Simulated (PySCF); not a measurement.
Rb (rubidium, neutral) across methods

[Kr] 5p1, 2P determinant (an excited configuration). All numbers are calculated (PySCF 2.14, scalar relativity by spin-free X2C-1e, in aug-cc-pVDZ-X2C (7s6p4d, 45 functions)).

| method | E (hartree) | mean ε 4p α (eV) | mean ε 4p β (eV) | mean ε 5p α (eV) | Σ⟨r²⟩ (bohr²) | ⟨S²⟩ |
| --- | --- | --- | --- | --- | --- | --- |
| BLYP | -2981.04 | -17.240 | -17.229 | -1.440 | 86.98 | 0.750 |
| HSE06 | -2980.64 | -18.791 | -18.761 | -1.615 | 88.24 | 0.750 |
| LDA | -2976.92 | -17.611 | -17.588 | -1.551 | 86.54 | 0.750 |
| PBE | -2980.58 | -17.442 | -17.415 | -1.594 | 86.41 | 0.750 |
| UHF | -2979.09338 | -23.447 | -23.411 | -2.457 | 97.78 | 0.750 |
| PBE0 | -2980.65 | -19.236 | -19.207 | -1.878 | 87.99 | 0.750 |
| PBEsol | -2978.68 | -17.452 | -17.429 | -1.548 | 86.78 | 0.750 |
| r2SCAN | -2980.94 | -18.016 | -18.011 | -1.543 | 87.57 | 0.750 |
